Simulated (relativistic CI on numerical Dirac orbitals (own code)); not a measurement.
## Ligand-field terms of d5

Computed with a parametric ligand-field model of a d^n configuration (Racah B and C, spin-orbit zeta, crystal field), exact diagonalisation.

Field parameters in Wybourne normalisation: Oh B⁴₀ = 21Dq, B⁴₄ = √(5/14) B⁴₀. The field is a parameter set, without covalency.

(1) Ground term and bands for B = 1020, C = 4290, ζ = 0 cm⁻¹, Oh, 10Dq = 9180 cm⁻¹?

(2) Ground term and bands for B = 1020, C = 4290, ζ = 0 cm⁻¹, Oh, 10Dq = 31620 cm⁻¹?

(3) Ground term and bands for B = 1020, C = 4290, ζ = 0 cm⁻¹, Oh, 10Dq = 5100 cm⁻¹?

(4) Ground term and bands for B = 1020, C = 4290, ζ = 0 cm⁻¹, Oh, 10Dq = 15300 cm⁻¹?

(5) Ground term and bands for B = 1020, C = 4290, ζ = 0 cm⁻¹, Oh, 10Dq = 29580 cm⁻¹?

Results:

(1) Ground term 6A1 with 2.00 electrons in the two orbitals of the cubic e set. Spin-allowed: none. Lowest spin-forbidden: 4T1 25333 cm⁻¹ (395 nm), 4T2 29601 cm⁻¹ (338 nm), 4A1+E 31650 cm⁻¹ (316 nm). A high-spin d5 ion has no spin-allowed d-d band, hence its pale colour.

(2) Ground term 2T2 with 0.06 electrons in the two orbitals of the cubic e set. Spin-allowed: 2A2 26614 cm⁻¹ (376 nm), 2T1 26971 cm⁻¹ (371 nm), 2T2 29460 cm⁻¹ (339 nm), 2E 31816 cm⁻¹ (314 nm). Lowest spin-forbidden: 6A1 7980 cm⁻¹ (1253 nm), 4T1 11653 cm⁻¹ (858 nm), 4T2 19038 cm⁻¹ (525 nm).

(3) Ground term 6A1 with 2.00 electrons in the two orbitals of the cubic e set. Spin-allowed: none. Lowest spin-forbidden: 4T1 28910 cm⁻¹ (346 nm), 4T2 31077 cm⁻¹ (322 nm), 4A1+E 31650 cm⁻¹ (316 nm). A high-spin d5 ion has no spin-allowed d-d band, hence its pale colour.

(4) Ground term 6A1 with 2.00 electrons in the two orbitals of the cubic e set. Spin-allowed: none. Lowest spin-forbidden: 4T1 19580 cm⁻¹ (511 nm), 2T2 23269 cm⁻¹ (430 nm), 4T2 25632 cm⁻¹ (390 nm). A high-spin d5 ion has no spin-allowed d-d band, hence its pale colour.

(5) Ground term 2T2 with 0.06 electrons in the two orbitals of the cubic e set. Spin-allowed: 2A2 24659 cm⁻¹ (406 nm), 2T1 25015 cm⁻¹ (400 nm), 2T2 27448 cm⁻¹ (364 nm), 2E 29805 cm⁻¹ (336 nm). Lowest spin-forbidden: 6A1 4021 cm⁻¹ (2487 nm), 4T1 9702 cm⁻¹ (1031 nm), 4T2 17013 cm⁻¹ (588 nm).
